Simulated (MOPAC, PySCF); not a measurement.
CH₄N₂Si, SMILES `[H]/N=C\[SiH]=N\[H]` (N–C–Si–N torsion 0°), neutral singlet in the gas phase. 

Z-matrix (Å, degrees):
```
Si
N 1 1.5923
H 2 1.0097 1 125.14
H 1 1.4862 2 130.57 3 0.00
C 1 1.8786 4 114.56 2 180.00
N 5 1.2703 1 122.80 4 -179.96
H 6 1.0253 5 110.87 1 0.00
H 5 1.0947 6 117.32 7 180.00
```
Charge 0, spin multiplicity 1.

All levels are single points at this geometry (B3LYP-D3(BJ)/def2-TZVP); Pople sets use spherical d functions. Orbital energies aren't observables, and empty levels follow the basis.

```json
[
 {"level": "B3LYP-D3(BJ)/def2-TZVP in PySCF", "HOMO (eV)": "-7.43", "LUMO (eV)": "-2.66", "gap (eV)": "4.78", "dipole (D)": "2.96", "vertical IE, Delta-SCF (eV)": "9.77"},
 {"level": "B3LYP/3-21G in PySCF", "HOMO (eV)": "-6.57", "LUMO (eV)": "-1.90", "gap (eV)": "4.67", "dipole (D)": "2.87", "vertical IE, Delta-SCF (eV)": "–"},
 {"level": "B3LYP/6-311+G** in PySCF", "HOMO (eV)": "-7.47", "LUMO (eV)": "-2.73", "gap (eV)": "4.74", "dipole (D)": "3.20", "vertical IE, Delta-SCF (eV)": "–"},
 {"level": "B3LYP/LANL2DZ in PySCF", "HOMO (eV)": "-7.04", "LUMO (eV)": "-2.54", "gap (eV)": "4.51", "dipole (D)": "3.58", "vertical IE, Delta-SCF (eV)": "–"},
 {"level": "BP86/6-31G* in PySCF", "HOMO (eV)": "-5.97", "LUMO (eV)": "-3.04", "gap (eV)": "2.93", "dipole (D)": "2.57", "vertical IE, Delta-SCF (eV)": "–"},
 {"level": "PBE/6-31G* in PySCF", "HOMO (eV)": "-5.85", "LUMO (eV)": "-2.95", "gap (eV)": "2.90", "dipole (D)": "2.54", "vertical IE, Delta-SCF (eV)": "–"},
 {"level": "HF/3-21G in PySCF", "HOMO (eV)": "-10.14", "LUMO (eV)": "1.75", "gap (eV)": "11.89", "dipole (D)": "3.54", "vertical IE, Delta-SCF (eV)": "–"},
 {"level": "PM6 in MOPAC", "HOMO (eV)": "-9.35", "LUMO (eV)": "-0.93", "gap (eV)": "8.42", "dipole (D)": "3.70", "vertical IE, Delta-SCF (eV)": "–"},
 {"level": "PM7 in MOPAC", "HOMO (eV)": "-9.91", "LUMO (eV)": "-1.70", "gap (eV)": "8.21", "dipole (D)": "3.62", "vertical IE, Delta-SCF (eV)": "–"}
]
```
